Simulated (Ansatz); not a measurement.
Cost and result for the atomization energy of CH₅Cl₂NSi (`NC[SiH](Cl)Cl`) (10 atoms, 9 bonds).

Cartesian coordinates in Å:
```
N -1.0113 0.0404 1.2557
C 0.2603 0.4763 0.6904
Si 0.6143 -0.1566 -1.0379
Cl 0.5984 -2.2085 -0.9912
Cl -0.8954 0.4718 -2.2784
H -1.7821 0.3405 0.6705
H -1.0528 -0.9710 1.3002
H 0.2935 1.5710 0.6750
H 1.0763 0.1635 1.3506
H 1.8988 0.2726 -1.6350
```

Charge 0, multiplicity 1. All single points use the PBE0-D4/def2-TZVP geometry. It is one conformer, not always the lowest. Program: Ansatz. All runs use 4 threads of an Arm Neoverse V1 on a shared host. Times are those of one run each, without the atoms' runs, and a repeat can differ threefold. Electronic energies, without spin–orbit coupling; frozen cores. CCSD(T)/CBS adds CCSD(T) − MP2 in def2-TZVPP to the MP2 limit, and its time is that of the two runs behind it. T1 = 0.009. B3LYP takes the VWN-RPA correlation (the form of Gaussian; ORCA's B3LYP/G).

CCSD(T)/CBS is a level of theory with its own doubt, some kJ/mol a heavy atom from the limit and from the frozen cores, so smaller differences don't rank the functionals.

```json
{"level": "PBE-D4/def2-TZVPP (with forces)", "functions": "258", "wall time": "3 s"}
{"level": "PBE0-D4/def2-TZVPP", "functions": "258", "wall time": "4.1 s"}
{"level": "r2SCAN-D4/def2-TZVPP (with forces)", "functions": "258", "wall time": "6.5 s"}
{"level": "B3LYP-D4/def2-TZVPP (with forces)", "functions": "258", "wall time": "6.5 s"}
{"level": "B2PLYP/def2-TZVPP", "functions": "258", "wall time": "7 s"}
{"level": "ωB97X-V/def2-TZVPP", "functions": "258", "wall time": "10 s"}
{"level": "ωB97M-V/def2-TZVPP (with forces)", "functions": "258", "wall time": "15 s"}
{"level": "MP2/def2-QZVPP", "functions": "474", "wall time": "25 s"}
{"level": "CCSD(T)/def2-TZVPP", "functions": "258", "wall time": "3.2 min"}
{"level": "CCSD(T)/CBS(def2)", "functions": "–", "wall time": "3.6 min"}
```

Problem. What atomization energy does each give, and how far from CCSD(T)/CBS? (An estimate is asked.)

Solution. Computed: 
```tsv
level	atomization (kcal/mol)	difference from CCSD(T)/CBS	per bond
PBE-D4/def2-TZVPP (with forces)	838.7	13.6	1.5
PBE0-D4/def2-TZVPP	826.3	1.2	0.1
r2SCAN-D4/def2-TZVPP (with forces)	825.5	0.4	0.0
B3LYP-D4/def2-TZVPP (with forces)	821.8	-3.3	-0.4
B2PLYP/def2-TZVPP	811.7	-13.4	-1.5
ωB97X-V/def2-TZVPP	829.5	4.4	0.5
ωB97M-V/def2-TZVPP (with forces)	829.9	4.8	0.5
MP2/def2-QZVPP	829.2	4.1	0.4
CCSD(T)/def2-TZVPP	798.6	-26.5	-2.9
CCSD(T)/CBS(def2)	825.1	0.0	0.0
```

The D4 term adds +10.5 kcal/mol with B3LYP and +5.5 kcal/mol with PBE0; it sums over pairs of atoms, weighted by their polarisabilities, and B3LYP, whose exchange is more repulsive, gets the larger term. From PBE to PBE0 (25 % exact exchange), in def2-TZVPP and without D4, the atomization energy moves by −11.5 kcal/mol: exact exchange takes away binding that semilocal exchange gives to molecules. In def2-TZVPP, CCSD(T) changes the Hartree–Fock value by +206.3 kcal/mol (the triples alone add +13.1 kcal/mol) and MP2 by +221.2 kcal/mol; breaking electron pairs costs correlation energy, which Hartree–Fock lacks.
